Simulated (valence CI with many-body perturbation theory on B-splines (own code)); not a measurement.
**Gd²²⁺: calculated level list**

Level of theory: valence CI with perturbative core correlation (CI+MBPT): six valence electrons over a frozen Dirac-Fock core [Kr], a basis of 7 s, 7 p, 8 d, 6 f, 4 g, 1 h functions for each j, with the one-electron correlation potential Σ1 (screened to all orders), the two-electron term Σ2, the three-electron term Σ3, Breit, model QED; selected single and double excitations, second order for the rest, scaled by the run's own slope (own B-spline code, finite nucleus).

No measured spectrum was set against this ion. As an estimate, terms of the open shell hold to 2 to 4 % of their energy, and close levels can change places. Core correlation moves these levels by up to 9300 cm⁻¹, and in measured spectra 5 to 20 % of such shifts remained as error; rates that hang on mixing are uncertain with them. Among the levels kept, up to 960 cm⁻¹ of a level comes from second order outside the variational space, and about a tenth of that is noise between levels of different J, which matters for small intervals. Only levels of the ground parity were solved; by the run's estimate the other parity begins above the list, which can be wrong where configurations are misplaced.

Levels 1 to 34 of 34, with energies above the lowest level, (4d3/2^4 4d5/2^2) J=4. "Leading %" is the weight of the configuration and term that name the level; weights of strongly mixed levels are sums over their largest components and can fall short. In the jj column 3d3/2^4 stands for four electrons in 3d with j = 3/2. Lifetimes count E1, E2, E3, M1 and M2 decay at the calculated energies, and are blank where another channel may lead or the interval is too uncertain; long ones can be off by a factor of two.

```csv
No.,Configuration,Term,J,E (eV),Leading %,Second component,Lifetime,g,Leading jj
1,4d⁶,⁵D,4,0.000,56,30 % 4d⁶ ³F,,1.357,4d3/2^4 4d5/2^2 (81 %)
2,4d⁶,³P,2,2.033,41,29 % 4d⁶ ⁵D,650 s,1.362,4d3/2^4 4d5/2^2 (85 %)
3,4d⁶,⁵D,3,5.102,80,12 % 4d⁶ ³F,488 μs,1.429,4d3/2^3 4d5/2^3 (87 %)
4,4d⁶,⁵D,0,5.218,45,35 % 4d⁶ ³P,23.3 s,,4d3/2^4 4d5/2^2 (59 %)
5,4d⁶,⁵D,1,6.363,66,24 % 4d⁶ ³P,542 μs,1.402,4d3/2^3 4d5/2^3 (87 %)
6,4d⁶,⁵D,4,6.777,29,24 % 4d⁶ ³H,349 μs,1.116,4d3/2^3 4d5/2^3 (80 %)
7,4d⁶,³G,5,8.769,56,43 % 4d⁶ ³H,1.70 ms,1.125,4d3/2^3 4d5/2^3 (98 %)
8,4d⁶,³H,6,8.918,74,25 % 4d⁶ ¹I,,1.123,4d3/2^3 4d5/2^3 (96 %)
9,4d⁶,³F,2,10.204,50,27 % 4d⁶ ¹D,396 μs,0.931,4d3/2^3 4d5/2^3 (79 %)
10,4d⁶,³F,3,10.492,34,33 % 4d⁶ ³G,409 μs,1.025,4d3/2^3 4d5/2^3 (90 %)
11,4d⁶,⁵D,2,12.010,46,22 % 4d⁶ ³P,173 μs,1.311,4d3/2^2 4d5/2^4 (66 %)
12,4d⁶,³D,1,13.367,56,34 % 4d⁶ ³P,457 μs,0.936,4d3/2^3 4d5/2^3 (82 %)
13,4d⁶,³G,4,13.537,42,25 % 4d⁶ ¹G,1.16 ms,1.008,4d3/2^3 4d5/2^3 (71 %)
14,4d⁶,³P,0,13.715,82,11 % 4d⁶ ⁵D,304 μs,,4d3/2^3 4d5/2^3 (38 %)
15,4d⁶,³D,2,14.089,43,35 % 4d⁶ ³P,326 μs,1.243,4d3/2^3 4d5/2^3 (53 %)
16,4d⁶,¹S,0,14.330,53,33 % 4d⁶ ⁵D,148 μs,,4d3/2^2 4d5/2^4 (63 %)
17,4d⁶,³F,3,14.887,48,26 % 4d⁶ ³D,403 μs,1.141,4d3/2^3 4d5/2^3 (85 %)
18,4d⁶,³F,4,14.921,45,32 % 4d⁶ ³H,148 μs,1.104,4d3/2^2 4d5/2^4 (87 %)
19,4d⁶,³H,5,15.875,56,43 % 4d⁶ ³G,304 μs,1.104,4d3/2^2 4d5/2^4 (98 %)
20,4d⁶,¹F,3,16.163,41,23 % 4d⁶ ³D,188 μs,1.146,4d3/2^2 4d5/2^4 (66 %)
21,4d⁶,¹I,6,17.181,74,25 % 4d⁶ ³H,393 μs,1.040,4d3/2^2 4d5/2^4 (96 %)
22,4d⁶,³G,3,17.208,51,37 % 4d⁶ ³F,254 μs,0.932,4d3/2^2 4d5/2^4 (93 %)
23,4d⁶,³P,1,18.776,65,34 % 4d⁶ ³D,233 μs,1.156,4d3/2^2 4d5/2^4 (79 %)
24,4d⁶,¹G,4,19.446,61,24 % 4d⁶ ³F,259 μs,1.054,4d3/2^2 4d5/2^4 (78 %)
25,4d⁶,¹D,2,19.448,41,30 % 4d⁶ ³P,202 μs,1.054,4d3/2^2 4d5/2^4 (80 %)
26,4d⁶,³P,1,22.240,74,24 % 4d⁶ ⁵D,52.4 μs,1.498,4d3/2 4d5/2^5 (86 %)
27,4d⁶,³F,2,22.422,78,10 % 4d⁶ ³P,130 μs,0.799,4d3/2^2 4d5/2^4 (90 %)
28,4d⁶,³F,4,22.948,68,16 % 4d⁶ ¹G,148 μs,1.173,4d3/2^2 4d5/2^4 (78 %)
29,4d⁶,¹G,4,26.441,63,16 % 4d⁶ ³F,81.3 μs,1.023,4d3/2 4d5/2^5 (70 %)
30,4d⁶,³P,2,27.276,54,21 % 4d⁶ ¹D,91.0 μs,1.283,4d3/2 4d5/2^5 (82 %)
31,4d⁶,³F,3,27.638,46,27 % 4d⁶ ¹F,98.6 μs,1.066,4d3/2 4d5/2^5 (89 %)
32,4d⁶,¹D,2,28.787,90,5 % 4d⁶ ³D,145 μs,1.001,4d3/2^2 4d5/2^4 (85 %)
33,4d⁶,³P,0,29.281,49,42 % 4d⁶ ¹S,68.3 μs,,4d5/2^6 (63 %)
34,4d⁶,¹S,0,36.960,78,19 % 4d⁶ ³P,42.9 μs,,4d3/2^2 4d5/2^4 (61 %)
```

Where two levels of one J and parity lie close, their mixing, g and order are uncertain.

The ionisation energy to 4d⁵ ⁶S5/2 of the next ion comes out as 720.68 eV (NIST: 719 ± 4 eV (theoretical)). All 34 levels together are meant to be complete up to 38.462 eV.
